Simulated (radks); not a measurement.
Results of a calculation; reference values are marked as such.
Effect of the nuclear size on the tantalum ion Ta69+, [He] 2s2. Code: a radial shooting solver on a logarithmic mesh with Libxc functionals. Model: Dirac Kohn-Sham, LDA (Slater exchange, Perdew-Wang correlation), spin-unpolarised, spherical densities, finite nucleus; Fermi nuclear charge, rms radius 5.3507 fm. The rms radius is varied about that value; shifts are against it.

| rms radius (fm) | total energy shift (eV) | density at nucleus (e/bohr^3) | 1s1/2 shift (meV) | 2s1/2 shift (meV) | 2p1/2 (empty) shift (meV) | 3s1/2 (empty) shift (meV) |
|---|---|---|---|---|---|---|
| 4.4143 | -16.7 | 1.357e+06 | -7050 | -1090 | -28.9 | -319 |
| 4.837 | -9.45 | 1.316e+06 | -3980 | -615 | -16.3 | -180 |
| 5.3507 | 0 | 1.272e+06 | 0.000 | 0.000 | 0.000 | 0.000 |
| 5.7252 | 7.29 | 1.243e+06 | 3070 | 474 | 12.6 | 139 |
| 6.3673 | 20.5 | 1.199e+06 | 8650 | 1340 | 35.7 | 391 |

Slopes of the eigenvalues against <r^2> in GHz/fm^2, as finite differences over the two radii next to the reference (eigenvalue slopes, not the field-shift constants of lines): 1s1/2 182000, 2s1/2 28100, 2p1/2 (empty) 746, 3s1/2 (empty) 8210.
